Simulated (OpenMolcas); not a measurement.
**C I: effect of the IPEA shift**

```json
{
 "Program": "OpenMolcas",
 "Basis": "ANO-R2 [4s4p2d1f]",
 "Scalar Hamiltonian": "X2C, finite nucleus",
 "Active space": "4 electrons in 4 orbitals (2s 2p)",
 "State averaging": "2S+1 = 3 even, 3 roots; 2S+1 = 1 even, 6 roots; 2S+1 = 5 odd, 1 root; 2S+1 = 3 odd, 8 roots",
 "Spin-orbit coupling": "RASSI with atomic mean-field integrals over the reference wave functions, term energies averaged over their components"
}
```

Methods on the same reference wave functions:
A. CASSCF
B. SS-CASPT2, IPEA 0 Eh, imaginary shift 0.1 Eh (closed shells correlated: 1s)
C. SS-CASPT2, IPEA 0.25 Eh, imaginary shift 0.1 Eh (closed shells correlated: 1s)

Energies in cm⁻¹ above 2s² 2p² ³P₀, the measured ground level; measured values from NIST Handbook of Basic Atomic Spectroscopic Data.

| Level | A | B | C | Measured |
| --- | --- | --- | --- | --- |
| 2s² 2p² ³P₀ | 0.0 | 0.0 | 0.0 | 0.0 |
| 2s² 2p² ³P₁ | 14.9 | 14.9 | 14.9 | 16.4 |
| 2s² 2p² ³P₂ | 44.4 | 44.4 | 44.4 | 43.4 |
| 2s² 2p² ¹D₂ | 12727 | 10590 | 10020 | 10193 |
| 2s² 2p² ¹S₀ | 21114 | 20600 | 20280 | 21648 |
| 2s 2p³ ⁵S°₂ | 23588 | 31460 | 30820 | 33735 |
| 2s 2p³ ³D°₂ | 68562 | 61050 | 62470 | 64091 |
| 2s 2p³ ³D°₁ | 68562 | 61050 | 62470 | 64090 |
| 2s 2p³ ³D°₃ | 68563 | 61050 | 62470 | 64087 |
| 2s 2p³ ³P°₀ | 81031 | 74850 | 75800 | 75256 |
| 2s 2p³ ³P°₁ | 81031 | 74850 | 75800 | 75254 |
| 2s 2p³ ³P°₂ | 81031 | 74850 | 75800 | 75255 |

Deviations, from unrounded energies. A percentage is the sum of absolute deviations over the sum of measured energies, with the sign that they share, or ± where signs differ.

```csv
Against measurement,Levels,A,B,C
mean absolute deviation (cm-1),11,4000,1300,990
fine structure of the ground term (%),2,±4.2,±4.2,±4.2
other terms of the ground configuration (%),2,±9.6,±4.5,-4.8
other configurations (%),7,±9.1,-2.8,±2.1
```

C lies closest to measurement on these levels and A furthest from it. The largest miss of C in the table is 2s 2p³ ⁵S°₂, by -2900 cm-1. The ranking rests on the paired levels alone, and a cruder setting can come out closer through cancelling errors.

Between B and C the level of the table that moves most is 2s 2p³ ³D°₃, by 1400 cm-1 (lowest in B, highest in C). Moves below CASPT2's spread within the term are not significant.

From A to B the spin-free energies of the other terms of 2s² 2p² shown, above ³P, scale by factors of 0.83 to 0.98.

The lowest spin-free term lies below A's lowest term by 0.081 hartree in B, 0.074 hartree in C.

CASPT2 does not keep the components of a term degenerate, so their means are used; among the terms shown or strongly mixed into the levels shown the widest spread is 110 cm-1 (2s 2p³ ³D°, C). Over all roots computed the reference weight is 0.91 to 0.98 in B; the roots of lowest weight are the least certain, and an intruder state may touch them. Without dynamic correlation excited terms often stand tens of per cent too high (terms of higher spin than the ground term too low), and those without a measured partner can miss by more than the paired ones (holds for A). Computed and measured levels are paired by configuration, term and J; levels that our copy of the source lacks, or whose pairing is in doubt (as where it misses far off the trend of its configuration), stay unpaired and out of the deviations. Only configurations of the active space appear.

° marks odd parity.
